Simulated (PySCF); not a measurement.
# Field gradients at the hydrogen positions

Compound: C₃H₁₁FSi₂.
Atom-mapped SMILES: `[CH3:1][SiH2:2][C@H:3]([F:4])[CH2:5][SiH3:6]` (hydrogens: H7, H8, H9 on C1; H10, H11 on Si2; H12 on C3; H13, H14 on C5; H15, H16, H17 on Si6)

Geometry (PBE0-D3(BJ)/def2-SVP, Å), atoms numbered from 1 in this order:
```xyz
17
C3H11FSi2 angstrom
C      2.3881    0.2233    0.9142
Si     1.5554   -0.7472   -0.4567
C     -0.2233   -0.0878   -0.6908
F     -0.0984    1.2817   -0.9642
C     -1.1437   -0.2732    0.5016
Si    -2.7160    0.7840    0.3969
H      3.4535   -0.0376    1.0001
H      1.9117    0.0361    1.8886
H      2.3106    1.2993    0.6948
H      2.2946   -0.5773   -1.7449
H      1.4799   -2.2086   -0.1365
H     -0.6872   -0.5488   -1.5822
H     -1.4432   -1.3327    0.5682
H     -0.6339   -0.0322    1.4511
H     -3.6905    0.3079    1.4276
H     -3.3349    0.6266   -0.9554
H     -2.4370    2.2270    0.6483
```

Level: PBE0/pcSseg-1 (PySCF, non-relativistic); Q(2H) = 0.00286 b; rigid geometry, the same for H and D, with no vibrational averaging.

Question: Rank these positions by the coupling χzz of a deuteron there, largest first.
A. H13 (methylene hydrogen)
B. H8 (methyl hydrogen)
C. H15 (Si–H hydrogen)
D. H12 (methine hydrogen)

Answer: B (201 kHz), A (195 kHz), D (183 kHz), C (94 kHz).

Q: Tabulate Vzz, the asymmetry η and χzz = 234.96 MHz × Q × Vzz for every hydrogen position.

A: 
```csv
atom,bonded to,bond length (Å),Vzz (au),η,χzz (kHz)
H7,C1,1.100,0.2996,0.01,201
H8,C1,1.101,0.2989,0.01,201
H9,C1,1.101,0.2954,0.01,199
H10,Si2,1.495,0.1395,0.02,94
H11,Si2,1.498,0.1381,0.02,93
H12,C3,1.106,0.2728,0.08,183
H13,C5,1.103,0.2896,0.04,195
H14,C5,1.104,0.2867,0.04,193
H15,Si6,1.496,0.1394,0.02,94
H16,Si6,1.495,0.1399,0.03,94
H17,Si6,1.491,0.1428,0.03,96
```

Q: Average by the element that carries the hydrogen.

A: on C: 195 kHz over 6 positions, mean bond length 1.102 Å; on Si: 94 kHz over 5 positions, mean bond length 1.495 Å.

Q: Give the 2H NMR doublet splittings at H14 for a magnetic field along the z, y and x axes of the gradient: 3χ/2, 3χ(1 + η)/4, 3χ(1 − η)/4.

A: With |χ| = 192.7 kHz and η = 0.045: 289, 151 and 138 kHz, to first order and without motion.

The structure is a single PBE0-D3(BJ)/def2-SVP conformer in the gas phase; no vibrational or solvent corrections. The small basis limits the accuracy of the gradients.
